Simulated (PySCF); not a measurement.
C₆H₈F₃N₃.
Cartesian coordinates in Å at the GFN2-xTB level; atoms count from 1:
```
atom  x, y, z in Å
C1     2.323    0.918   -0.416
C2     2.305   -0.543    0.013
C3     1.179   -0.828    1.012
N4    -0.105   -0.709    0.383
N5    -0.649   -1.692   -0.286
C6    -1.791   -1.208   -0.744
C7    -1.888    0.118   -0.305
C8    -2.969    1.110   -0.541
F9    -4.059    0.526   -1.065
F10   -3.364    1.730    0.578
F11   -2.605    2.075   -1.404
N12   -0.795    0.394    0.404
H13    3.117    1.089   -1.138
H14    2.493    1.565    0.442
H15    1.378    1.201   -0.871
H16    2.173   -1.189   -0.858
H17    3.253   -0.803    0.485
H18    1.208   -0.109    1.832
H19    1.262   -1.846    1.398
H20   -2.470   -1.788   -1.332
```

Probes without a nucleus sit at each ring's centroid and 1 Å off its mean plane on both sides; NICS is minus the shielding there, NICSzz its component along the normal. Level: GIAO PBE0/pcSseg-1 (PySCF, non-relativistic, gas phase) on the GFN2-xTB geometry, one conformer.

Ring bond lengths (Å), with Mayer bond orders in brackets: N4–N5 1.307 (1.24), N5–C6 1.323 (1.50), C6–C7 1.400 (1.31), C7–N12 1.332 (1.41), N12–N4 1.302 (1.27).

Q: What do the NICS probes read (ppm)?

A: 
| ring | type | NICS(0) | NICS(1), two faces | NICS(1)zz, two faces | rms pucker (Å) | centre to ring atoms, mean (Å) |
| --- | --- | --- | --- | --- | --- | --- |
| N4–N5–C6–C7–N12 | 5-membered ring with 3 N; formal bonds all aromatic | -13.7 | -13.3 / -13.5 | -32.2 / -33.9 | 0.00 | 1.13 |

Q: What can be read from them?

A: 
- N4–N5–C6–C7–N12: mean NICS(1)zz -33.0 ppm, shielded. The ring is flat and has no four-coordinate atom; by the NICS criterion it is aromatic.

Q: How equal are the bonds by HOMA? Use HOMA with the parameters of Krygowski (1993).

A: 
- N4–N5–C6–C7–N12: HOMA 0.99; the largest term is that of C6–C7, α(R − Ropt)² = 0.04. The geometric and the magnetic index point the same way.

Q: At the second NICS(1) probe listed for ring N4–N5–C6–C7–N12, 1 Å off the ring, how large is the induced field along the normal in 1 T applied along it?

A: NICSzz × B0 = -33.9 ppm × 1 T = -34 μT, against the applied field.

Q: Give the inner angles of the rings and the Hirshfeld charges of the ring atoms.

A: 
- N4–N5–C6–C7–N12: N4 115.1° (+0.117 e), N5 105.2° (-0.122 e), C6 107.3° (-0.026 e), C7 107.9° (-0.025 e), N12 104.5° (-0.110 e); sum 540.0° against 540° for a flat convex ring.

Q: How shielded are the nuclei of the rings and their hydrogens (means over atoms taken as equivalent)?

A: 
| atoms | environment | σ isotropic (ppm) |
| --- | --- | --- |
| N4 | pyrrole-type nitrogen | -17.5 |
| N5 | pyridine-type nitrogen | -93.6 |
| C6 | aromatic CH next to a ring nitrogen | 47.8 |
| C7 | substituted aromatic carbon | 42.2 |
| N12 | pyridine-type nitrogen | -101.0 |
| H20 | aromatic hydrogen | 23.74 |
